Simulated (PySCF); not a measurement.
1,1,1-trifluoroacetone, C₃H₃F₃O, SMILES CC(=O)C(F)(F)F, point group C1.

Force field and properties: PBE0/pcSseg-1 (PySCF, grid level 2). Vibrational terms come from second-order perturbation theory with semi-diagonal cubic constants, by steps of ±0.6 along the normal coordinates of each isotopologue. The parent has the commonest isotopes.

Equilibrium geometry (Å):

```json
{"atom": "C1", "x": "-1.3025", "y": "0.0312", "z": "-0.1716"}
{"atom": "C2", "x": "-0.0603", "y": "0.1228", "z": "0.6555"}
{"atom": "O3", "x": "-0.0208", "y": "0.3315", "z": "1.8349"}
{"atom": "C4", "x": "1.2653", "y": "-0.0743", "z": "-0.1199"}
{"atom": "F5", "x": "1.2637", "y": "-1.2653", "z": "-0.7377"}
{"atom": "F6", "x": "2.3185", "y": "-0.0136", "z": "0.6743"}
{"atom": "F7", "x": "1.3871", "y": "0.8706", "z": "-1.0648"}
{"atom": "H8", "x": "-1.2735", "y": "0.7715", "z": "-0.9795"}
{"atom": "H9", "x": "-2.1751", "y": "0.2008", "z": "0.4614"}
{"atom": "H10", "x": "-1.3669", "y": "-0.9565", "z": "-0.6427"}
```

Q: Give the equilibrium and ground-state rotational constants (MHz) of parent; ²H at 9.

A: 
| species | Ae | Be | Ce | A0 | B0 | C0 | Δ0 (u Å²) | harmonic ZPE (cm⁻¹) |
| --- | --- | --- | --- | --- | --- | --- | --- | --- |
| parent | 3673.9 | 2463.7 | 2016.9 | 3656.4 | 2441.8 | 2004.2 | -93.026 | 13522 |
| ²H at 9 | 3657 | 2368.1 | 1947.6 | 3639.2 | 2347.4 | 1935.6 | -93.068 | 12821 |

Δ0 = Ic − Ia − Ib from the ground-state constants.

Q: How is the parent's vibrational correction B0 − Be made up?

A: 
```json
{"axis": "a", "harmonic": "3.24", "Coriolis": "-13.4", "cubic": "-7.34", "total (MHz)": "-17.5"}
{"axis": "b", "harmonic": "2.43", "Coriolis": "-4.46", "cubic": "-20", "total (MHz)": "-22"}
{"axis": "c", "harmonic": "1.62", "Coriolis": "-1.34", "cubic": "-13.1", "total (MHz)": "-12.8"}
```

Q: And its quartic centrifugal distortion constants from the harmonic force field?

A: Asymmetric top, A reduction, Ir representation: ΔJ = 0.267 kHz, ΔJK = 2.35 kHz, ΔK = -2.22 kHz, δJ = 0.057 kHz, δK = -6.61 kHz.

A mode lies under 250 cm⁻¹, where this perturbation treatment is rough. Internal rotors are held in one well.
